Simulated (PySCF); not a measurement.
ClH3PbSi, neutral, multiplicity 1. Atoms are numbered in the order given.

```xyz
6

Pb     0.5198     0.2258     0.0000
Cl    -1.7709     1.2677     0.0000
Si    -0.6892    -2.2739     0.0000
H     -1.5610    -2.3969     1.2103
H      0.2561    -3.4376     0.0000
H     -1.5610    -2.3969    -1.2103
```

The structure is a stationary point at B3LYP-D3(BJ)/def2-SVP. The def2 effective core potentials stand for the cores of Pb; spin–orbit coupling is left out.

Computed with PySCF with HF/def2-TZVPD.

Mulliken values depend strongly on the basis, most of all with diffuse functions as here. ESP charges are fitted to the potential on shells at 1.4 to 2.0 van der Waals radii. Atomic charges (e):

```
atom  Mulliken  ESP fit
----  --------  -------
Pb1       0.67        ?
Cl2      -0.56        ?
Si3      -0.04        ?
H4       -0.01        ?
H5       -0.05        ?
H6       -0.01        ?
```

Q: What belongs in the gaps? (The exact figures need the calculation; the answer reports its results.)

A: 
- Pb1, ESP fit: 0.36
- Cl2, ESP fit: -0.39
- Si3, ESP fit: 0.60
- H4, ESP fit: -0.18
- H5, ESP fit: -0.22
- H6, ESP fit: -0.18
